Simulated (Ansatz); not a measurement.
Zr2Se4. Charge 0, multiplicity 1. Geometry PBE-D4/def2-SVP.

```
atom   x (Å)   y (Å)   z (Å)
 Zr1  -1.620   0.205   0.636
 Zr2   1.581  -0.195  -0.622
 Se3  -2.565   2.360   0.701
 Se4   2.646  -2.291  -0.745
 Se5  -0.728  -0.298  -1.703
 Se6   0.686   0.220   1.732
```

In the def2 sets Zr takes a core potential; there is no spin–orbit coupling. Another isomer (singlet) lies 0.26 eV lower at PBE0-D4/def2-TZVP; other spin states weren't run for this one.

Question: Estimate the orbital energies around the gap (eV) in Ansatz with PBE-D4/def2-TZVP, revPBE-D4/def2-TZVP, BLYP-D4/def2-TZVP, r2SCAN-D4/def2-TZVP, PBE0-D4/def2-TZVP.

Answer: 
| orbital | PBE-D4/def2-TZVP | revPBE-D4/def2-TZVP | BLYP-D4/def2-TZVP | r2SCAN-D4/def2-TZVP | PBE0-D4/def2-TZVP |
| --- | --- | --- | --- | --- | --- |
| HOMO−9 | -7.46 | -7.39 | -7.23 | -7.81 | -8.66 |
| HOMO−8 | -7.29 | -7.21 | -7.07 | -7.58 | -8.43 |
| HOMO−7 | -7.24 | -7.17 | -7.05 | -7.56 | -8.34 |
| HOMO−6 | -7.01 | -6.93 | -6.80 | -7.28 | -8.10 |
| HOMO−5 | -6.53 | -6.46 | -6.34 | -6.81 | -7.67 |
| HOMO−4 | -6.42 | -6.36 | -6.23 | -6.70 | -7.53 |
| HOMO−3 | -6.05 | -5.98 | -5.85 | -6.29 | -7.06 |
| HOMO−2 | -5.98 | -5.91 | -5.78 | -6.20 | -6.96 |
| HOMO−1 | -5.87 | -5.80 | -5.68 | -6.11 | -6.85 |
| HOMO | -5.64 | -5.56 | -5.45 | -5.86 | -6.55 |
| LUMO | -4.07 | -3.97 | -3.89 | -3.98 | -3.36 |
| LUMO+1 | -3.75 | -3.64 | -3.71 | -3.55 | -3.07 |
| LUMO+2 | -3.64 | -3.53 | -3.61 | -3.42 | -3.01 |
| LUMO+3 | -3.45 | -3.35 | -3.33 | -3.38 | -2.81 |
| LUMO+4 | -3.10 | -2.99 | -3.01 | -3.02 | -2.44 |
| LUMO+5 | -2.50 | -2.42 | -2.39 | -2.42 | -1.84 |
